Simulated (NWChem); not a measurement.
System: ZnH2SO; SMILES [OH][Zn][SH]

NWChem input:

```
start job
memory heap 200 mb stack 900 mb global 1100 mb
geometry units angstroms noautosym nocenter noautoz
  Zn     0.058414     0.383059    -0.008495
  O     -0.060435     2.132892     0.247299
  H      0.227993     2.675449    -0.493185
  S      0.130229    -1.775203    -0.200162
  H      1.349428    -1.855637     0.380375
end
basis spherical
  * library 6-31g*
end
dft
  xc hfexch
  iterations 150
end
property
  shielding
end
task dft property
```

Geometry: optimised at PBE0/def2-SVP.

GIAO values for the isolated, static molecule; σ is the absolute isotropic shielding, δ = σ(reference) − σ with the isolated reference molecule computed at the same levels (1H: tetramethylsilane, 17O: water).

Atoms are numbered as in the input.

Question: Give the results of this calculation. (Hartree-Fock/6-31G* (spherical d), GIAO.) Quantities: σ Zn1 (ppm); δ O2 (ppm); δ H3 (ppm); σ S4 (ppm); δ H5 (ppm).

Answer: 
```json
{
 "σ Zn1 (ppm)": "1945.5",
 "δ O2 (ppm)": "-14.5",
 "δ H3 (ppm)": "0.47",
 "σ S4 (ppm)": "878.3",
 "δ H5 (ppm)": "-1.17"
}
```
